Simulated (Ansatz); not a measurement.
This geometry of AlCl₃FH (6 atoms, charge 0, multiplicity 1) is a first-order saddle point.

The calculation used UKS BLYP-D4/cc-pVDZ in Ansatz.

```xyz
6
Properties=species:S:1:pos:R:3
Al -0.279 -0.443 0.233
F -0.734 1.248 -0.324
Cl -1.009 -1.961 -1.056
Cl -0.265 -0.636 2.345
H 0.512 1.317 -0.623
Cl 1.775 0.475 -0.575
```

Task: Which two structures does it join? (They come from a converged band through this point; their orientation in space is the band's.)

Result: Bonds broken: H5–Cl6. Bonds formed: F2–H5.

Image 0:

```xyz
6
Properties=species:S:1:pos:R:3
Al -0.544 -0.395 0.273
F -1.058 1.166 -0.222
Cl -0.948 -2.029 -1.029
Cl -0.209 -0.716 2.348
H 0.975 1.499 -0.794
Cl 1.784 0.475 -0.576
```

Image 8:

```xyz
6
Properties=species:S:1:pos:R:3
Al -0.032 -0.552 0.221
F -0.696 1.284 -0.348
Cl -1.058 -1.908 -1.055
Cl -0.316 -0.593 2.328
H 0.210 1.535 -0.640
Cl 1.893 0.234 -0.507
```

Task: How far does it lie above each of them?

Result: 0.082 eV above the first and 0.131 eV above the second. This is the barrier of this one path; another mechanism may lie lower. The orbitals were unrestricted but ended closed-shell.

Time of the run: 110 s on 2 threads of Intel(R) Xeon(R) 6975P-C (Granite Rapids) (shared host), peak memory 0.21 GiB.
